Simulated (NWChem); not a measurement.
System: C2H4GeN2; SMILES [CH]1[GeH2][N]=CN=1

```xyz
9

C      1.2782     0.6583     0.0000
N      0.6221     1.7531     0.0000
C     -0.8092     1.5408     0.0000
N     -1.3772     0.4051     0.0000
Ge     0.0063    -0.8579     0.0000
H      2.3759     0.6895     0.0000
H     -1.3875     2.4775     0.0000
H     -0.0110    -1.7198     1.2685
H     -0.0110    -1.7198    -1.2685
```
Atoms are numbered in this order, from 1.

Level: PBE0/def2-SVP (NWChem), optimised geometry, unscaled harmonic frequencies. 

| frequency (cm⁻¹) | IR intensity (km/mol) |
|---|---|
| 265 | 0.4 |
| 372 | 12.8 |
| 410 | 13.2 |
| 500 | 19.4 |
| 557 | 13.1 |
| 655 | 34.3 |
| 659 | 15.2 |
| 732 | 4.5 |
| 835 | 2.8 |
| 861 | 83.9 |
| 869 | 34.8 |
| 997 | 85.2 |
| 1007 | 0.2 |
| 1264 | 20.2 |
| 1341 | 3.5 |
| 1629 | 23.4 |
| 1714 | 108.1 |
| 2179 | 70.0 |
| 2186 | 85.5 |
| 3149 | 33.7 |
| 3170 | 6.9 |

```
Item                                                                                Value
-----------------------------------------------------------------------  ----------------
zero-point energy                                                           36.2 kcal/mol
thermal correction to the enthalpy at 298.15 K (with zero-point energy)     40.0 kcal/mol
heat capacity Cv                                                         18.5 cal/(mol K)
entropy at 298.15 K and 1 atm (symmetry number 1)                        73.1 cal/(mol K)
dipole moment                                                                      2.26 D
```

Rigid rotor and harmonic oscillator.
